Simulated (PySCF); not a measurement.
C5H15NO2Si, SMILES CCO[SiH](OC)N(C)C. Coordinates come from a r2SCAN-D4/def2-SVP optimisation. One conformer was computed; it need not be the lowest.

Computed equilibrium geometry at r2SCAN-D4/def2-SVP (PySCF confirms it by a frequency run) as a Z-matrix (one conformer of several):
```
Si
O 1 1.6560
C 2 1.4110 1 124.99
H 3 1.1014 2 108.61 1 -169.14
H 3 1.1040 4 108.69 2 -121.56
H 3 1.1065 4 107.91 5 -117.28
O 1 1.6654 2 103.69 3 44.12
C 7 1.4178 1 123.88 2 177.17
H 8 1.1084 7 109.88 1 76.31
H 8 1.1086 9 106.90 7 119.56
C 8 1.5136 9 110.12 10 119.99
H 11 1.1009 8 110.34 9 62.05
H 11 1.1010 12 108.00 8 -120.90
H 11 1.1012 12 108.54 13 -117.50
N 1 1.7158 2 111.32 3 163.11
C 15 1.4452 1 124.05 2 101.77
H 16 1.1010 15 110.52 1 14.32
H 16 1.1078 17 107.66 15 -121.59
H 16 1.1093 17 107.70 18 -115.37
C 15 1.4489 16 114.59 17 -179.31
H 20 1.1014 15 110.12 16 178.45
H 20 1.1077 21 107.77 15 121.34
H 20 1.1087 21 107.85 22 115.82
H 1 1.4910 2 111.91 3 -76.91
```
